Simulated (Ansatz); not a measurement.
B₁₂P₁₂H₃₂, a nanocrystal cut from zinc blende BP (hydrogen-capped). Charge 0, multiplicity 1. Geometry r2SCAN-D4/def2-SVP.

Cartesian coordinates in Å:
```
B 2.373 -2.914 1.000
B 0.993 -0.871 -3.871
B -2.521 -0.211 -2.442
B -0.490 -2.312 2.402
B -2.920 -0.957 0.684
B -0.089 -1.563 -0.704
B 2.535 0.211 0.065
B 0.096 1.525 -1.610
B -0.340 0.774 1.495
B 2.121 -0.564 3.211
B -2.775 2.148 -0.223
B 0.468 4.000 0.712
P 0.853 -2.079 -2.345
P 0.433 -2.805 0.739
P 2.900 -1.089 1.488
P -2.026 -1.438 -1.000
P 1.041 0.974 -3.239
P -1.858 1.533 -1.842
P -2.397 -2.207 2.072
P 0.189 -0.531 2.879
P -2.270 0.841 1.143
P 0.585 0.234 -0.182
P 0.792 3.279 -1.070
P 0.358 2.536 1.997
H 2.562 -3.672 1.935
H 2.895 -3.266 -0.045
H 2.028 -1.096 -4.465
H -0.010 -0.994 -4.536
H -3.735 -0.145 -2.478
H -1.989 -0.567 -3.474
H -0.229 -3.110 3.279
H -4.123 -0.936 0.525
H 3.035 -0.146 -0.995
H 2.876 1.339 0.401
H 2.322 -1.429 4.045
H 2.485 0.551 3.545
H -3.971 2.042 -0.420
H -2.401 3.252 0.117
H -0.609 4.552 0.684
H 1.401 4.720 1.006
H 0.285 -3.296 -2.803
H 2.132 -2.530 -1.942
H -0.088 -4.075 0.354
H 4.308 -1.108 1.670
H -2.471 -2.748 -1.336
H 0.628 1.825 -4.297
H 2.382 1.407 -3.091
H -2.114 2.478 -2.876
H -2.925 -3.496 1.790
H -3.095 -1.916 3.276
H -0.511 -0.139 4.057
H -2.895 1.196 2.374
H 2.182 3.262 -1.348
H 0.367 4.235 -2.029
H 1.615 2.305 2.605
H -0.388 2.992 3.115
```

Single mean-field runs in def2-SVP are fitted with def2-universal-jkfit.

(1) Estimate the orbital energies around the gap (eV) in Ansatz with PBE-D4/def2-SVP, r2SCAN-D4/def2-SVP, PBE0-D4/def2-SVP.

## Answers

(1) 
```csv
orbital,PBE-D4/def2-SVP,r2SCAN-D4/def2-SVP,PBE0-D4/def2-SVP
HOMO−5,-6.51,-6.80,-7.68
HOMO−4,-6.45,-6.73,-7.59
HOMO−3,-6.44,-6.72,-7.58
HOMO−2,-6.11,-6.36,-7.22
HOMO−1,-6.07,-6.34,-7.20
HOMO,-5.95,-6.20,-7.04
LUMO,-1.50,-1.30,-0.71
LUMO+1,-1.34,-1.18,-0.55
LUMO+2,-1.33,-1.16,-0.54
LUMO+3,-1.23,-1.04,-0.44
LUMO+4,-1.12,-0.93,-0.31
LUMO+5,-1.07,-0.90,-0.27
```
